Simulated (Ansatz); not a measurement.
One geometry of TaSe₂⁻, several levels of theory.

```yaml
crystal:
  periodic: [false, false, false]
  atoms:
    - {symbol: Ta, position_ang: [-1.046822, -0.913037, 0.392324]}
    - {symbol: Se, position_ang: [1.332866, -0.293291, 0.225303]}
    - {symbol: Se, position_ang: [-0.286044, 1.206327, -0.617627]}
basis:
  gaussian: {orbitals: def2-TZVPD, initial_orbitals: start.molden}
total_charge: -1
hamiltonian: {xc: r2scan, dispersion: d4}
scf: {omitted_lower_state_checks: [starts]}
output: {orbitals: {seedname: orbitals}}
```

The file start.molden holds the orbitals of an earlier run on this structure, at another level or in another basis.

```sh
$ ansatz run in.yaml --threads 4 --pin off --events-out ev --progress --plain --max-ram 3916MiB
```

Shortened log:

```
Functional definition: r2SCAN
1212 factors; their error is unknown
mean field evaluation 1: about -132250.0919 eV, gradient 8.8e0 eV
mean field evaluation 2: about -132250.1626 eV, gradient 2.1e-1 eV
mean field evaluation 4: about -132250.1944 eV, gradient 1.1e0 eV
mean field evaluation 8: about -132250.2172 eV, gradient 1.3e-2 eV
mean field evaluation 16: about -132250.2172 eV, gradient 5.2e-4 eV
mean field -132250.21722801 eV, -4860.1058407126 hartree, gradient 3.3e-6 eV, S^2 0.000000; 0 other end points of the search recorded, 0 dependent functions left out
reference -132250.21724231 eV, -4860.1058412380 hartree; 41, 41 occupied and 116, 116 virtual orbitals, 1212 factors
Total energy: -132250.24161724 eV, -4860.1067370002 hartree
Checks for a lower state left out: starts
```

It took 18 s on 4 threads of Arm Neoverse V1 on a shared host.

As the first input, with `hamiltonian: {xc: pbe0, dispersion: d4}` (abridged; 11 s):

```
Functional definition: PBE0
mean field evaluation 16: about -132234.4111 eV, gradient 1.4e-5 eV
mean field -132234.41105489 eV, -4859.5249745640 hartree, gradient 2.4e-6 eV, S^2 0.000000
Total energy: -132234.53424625 eV, -4859.5295017632 hartree
Checks for a lower state left out: starts
```

First input, but with `hamiltonian: {xc: pbe, dispersion: d4}` (abridged; 3.7 s):

```
Functional definition: PBE
mean field evaluation 16: about -132231.8373 eV, gradient 2.9e-5 eV
mean field -132231.83726450 eV, -4859.4303895120 hartree, gradient 2.8e-6 eV, S^2 0.000000
Total energy: -132231.98322220 eV, -4859.4357533585 hartree
Checks for a lower state left out: starts
```

Geometry: PBE-D4/def2-TZVP, that of the neutral doublet.

In the def2 sets Ta takes a core potential; there is no spin–orbit coupling. A triplet lies near this restricted singlet, and broken spin symmetry wasn't tried. At r2SCAN-D4/def2-TZVPD, PBE0-D4/def2-TZVPD, PBE-D4/def2-TZVPD the highest occupied level of the charge -1 singlet lies above zero (up to 1.12 eV). Its loss leaves the charge 0 doublet, which lies 0.66 eV higher (vertical, at PBE-D4/def2-TZVPD), but this difference is unsure: the doublet is doubtful (at the level of its geometry, ⟨S²⟩ 1.33, where a pure state has 0.75). At PBE-D4/def2-TZVPD an occupied level of the charge -1 singlet lies above an empty one (by up to 0.08 eV), so this SCF solution is probably not the lowest. At PBE0-D4/def2-TZVPD a triplet of charge -1 lies 0.97 eV below the restricted singlet at the same geometry. That triplet is doubtful there (⟨S²⟩ 2.38, where a pure state has 2.00). The structure comes from a short search, and lower isomers may exist.
